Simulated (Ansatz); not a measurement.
Total energies of Zn₁₃O₁₃H₃₀ from Ansatz at PBE0-D4/def2-TZVP, gas phase (1 Eh = 27.2114 eV = 2625.5 kJ/mol). The reference geometry is relaxed at PBE-D4/def2-SVP.

```xyz
56

Zn    1.7532   -1.4503    1.3674
Zn   -1.7808   -0.7231    3.2709
Zn    0.4426    0.4223    4.2280
Zn    1.6392    1.7129    1.1929
Zn   -1.8317    2.1990    2.6596
Zn   -1.0588   -3.7532    0.2584
Zn    1.7835   -3.6264   -1.3836
Zn    2.2503    0.0043   -1.4074
Zn   -0.4993   -2.7994   -2.5135
Zn   -0.7650   -0.0371   -0.1568
Zn   -1.0141    3.3647   -1.4283
Zn   -0.5149    1.3935   -3.6149
Zn    1.5870    3.3854   -2.0656
O     0.2907   -1.3716    2.8900
O     0.9256   -3.2476    0.4398
O    -1.1723   -3.5218    2.2746
O     1.1095    0.0520    0.2264
O    -1.8750    0.3987    1.4671
O     0.1947    1.8946    2.8225
O     0.6756    3.1393   -0.0310
O    -1.3687    3.8346    1.5441
O    -1.3087   -1.8751   -0.7780
O     1.3809   -1.6571   -2.3796
O     1.3525    1.4697   -2.7582
O     0.0289   -0.4292   -4.3322
O    -1.2900    1.2634   -1.6031
H     3.1632   -1.8853    1.8838
H    -2.9086   -1.8409    3.1742
H     1.6454    0.2993    5.2064
H    -1.2672    0.2415    4.5269
H     2.9860    2.2244    1.8002
H    -3.1304    2.1721    3.5249
H    -1.9794   -4.7768   -0.4769
H     3.2507   -4.0895   -1.6123
H     0.3019   -4.2007   -2.1053
H     3.7888    0.1336   -1.6527
H    -1.4735   -2.4376   -3.7182
H    -2.3634    3.9558   -0.8287
H    -1.5170    2.2915   -4.4056
H     2.9327    4.1620   -1.9931
H     0.0173    3.9136   -2.6144
H     0.7378   -1.8536    3.6191
H     1.3906   -3.8636    1.0432
H    -0.5333   -2.7751    2.4901
H    -2.0169   -3.1520    2.6498
H    -2.8277    0.2898    1.2728
H     0.6345    2.6718    3.2254
H     1.1642    3.9593    0.1983
H    -0.5357    3.5818    1.0399
H    -1.9758    4.0623    0.7889
H    -2.2543   -1.8888   -1.0286
H     2.0931   -1.9173   -3.0031
H     2.0537    1.3844   -3.4369
H     0.6216   -0.8248   -3.6222
H    -0.6749   -1.1308   -4.3925
H    -2.2582    1.2512   -1.7433
```

| state | geometry | energy (Eh) |
| --- | --- | --- |
| charge 0 singlet | reference | -24124.81563 |
| charge 1 doublet | reference | -24124.48881 |
| charge -1 doublet | reference | -24124.85425 |
| free Zn atom (singlet) | – | -1779.14424 |
| free O atom (triplet) | – | -75.01860 |
| free H atom (doublet) | – | -0.50104 |

Single mean-field runs in def2-TZVP are fitted with def2-universal-jkfit.

Q: Work out the vertical ionisation energy to the doublet.

A: E(charge 1 doublet) − E(charge 0 singlet) = -24124.48881 − (-24124.81563) = 0.32682 Eh = 8.89 eV. For comparison, −ε of the highest occupied level is 7.71 eV at this level, 1.18 eV less.

Q: Work out the vertical electron affinity, to the doublet.

A: E(charge 0 singlet) − E(charge -1 doublet) = -24124.81563 − (-24124.85425) = 0.03862 Eh = 1.05 eV. The basis lacks diffuse functions, which makes affinities too small.

Q: Give the fundamental gap IE − EA, the Mulliken electronegativity (IE + EA)/2 and the hardness (IE − EA)/2.

A: From the values in Eh: IE − EA = 0.32682 − 0.03862 = 0.28820 Eh = 7.84 eV; (IE + EA)/2 = 4.97 eV; (IE − EA)/2 = 3.92 eV. The HOMO–LUMO gap of the same run is 5.71 eV, 2.13 eV smaller than the fundamental gap.

Q: What is the binding energy per atom against free atoms?

A: Atoms: 13 × (-1779.14424) + 13 × (-75.01860) + 30 × (-0.50104) = -24119.14812 Eh. Binding: -24119.14812 − (-24124.81563) = 5.66751 Eh = 154.22 eV, or 2.75 eV for each of 56 atoms (no zero-point energy, no counterpoise term).

At PBE0-D4/def2-TZVP the highest occupied level of the charge -1 doublet lies above zero (up to 0.06 eV). By energy differences its removal costs 1.05 eV (vertical, to the charge 0 singlet, at PBE0-D4/def2-TZVP); self-interaction error and the lack of diffuse functions both raise the level.
